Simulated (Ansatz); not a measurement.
A nudged elastic band was laid between two geometries of AlBrClF₂H (6 atoms, charge 0, multiplicity 1).

Level of theory: Ansatz 0.2.0, RKS B3LYP/def2-SVP.

| Item | Value |
| --- | --- |
| movable images | 7 |
| climbing image | yes |
| spring | 5.0 eV/Å² |
| optimiser | quadratic models (default) |
| start path | through a guess of the saddle point |
| force threshold | 0.05 eV/Å |
| iteration limit | 60 |
| end points | relaxed |

First end point:

```xyz
6
Properties=species:S:1:pos:R:3
Al -0.395 -0.485 -0.505
Br 1.586 -1.477 -0.035
F -0.567 0.284 -1.964
F -1.759 -1.050 0.251
H 1.150 1.136 1.303
Cl -0.014 1.592 0.949
```

Last end point:

```xyz
6
Properties=species:S:1:pos:R:3
Al -0.759 0.039 -0.385
Br 1.674 -0.965 0.321
F -0.499 0.129 -2.020
F -1.692 -1.204 0.194
H 1.878 0.202 1.131
Cl -0.602 1.799 0.759
```

Problem. Which bonds break or form, and what moves?

Solution. Bonds broken: H5–Cl6. Bonds formed: Br2–H5.

Problem. Give the energies along the band, and the barrier.

Solution. It converged. The highest image is number 4 of 0 to 8, 25.2 kJ/mol above the first end and 23.6 kJ/mol above the last; the last end lies 1.6 kJ/mol above the first. A vibrational analysis at the climbing image gives one clearly imaginary mode, 509i cm⁻¹: a first-order saddle point. The orbitals stay closed-shell, which can raise the energy where a bond breaks towards radicals; this wasn't checked here.

```
image  path coordinate (Å)  energy (kJ/mol)  H5–Cl6 (Å)  Br2–H5 (Å)
    0                 0.00              0.0        1.30        2.97
    1                 0.27              1.2        1.31        2.62
    2                 0.53              5.7        1.33        2.30
    3                 0.80             15.9        1.42        1.98
    4                 1.06             25.2        1.63        1.70
    5                 1.34             16.3        1.95        1.52
    6                 1.61              7.2        2.28        1.46
    7                 1.89              2.9        2.62        1.44
    8                 2.16              1.6        2.97        1.43
```

Problem. What is the geometry of the highest image?

Solution. 
```xyz
6
Properties=species:S:1:pos:R:3
Al -0.531 -0.175 -0.392
Br 1.667 -1.025 0.280
F -0.533 0.253 -1.992
F -1.742 -1.103 0.256
H 1.167 0.469 0.911
Cl -0.029 1.582 0.936
```

Problem. What are the harmonic wavenumbers there?

Solution. 509i, 115, 168, 171, 201, 277, 361, 602, 629, 790, 965, 1142 cm⁻¹.

Run time: 97 s on 2 threads of Intel(R) Xeon(R) 6975P-C (Granite Rapids), with other jobs on the host, peak memory 0.25 GiB.
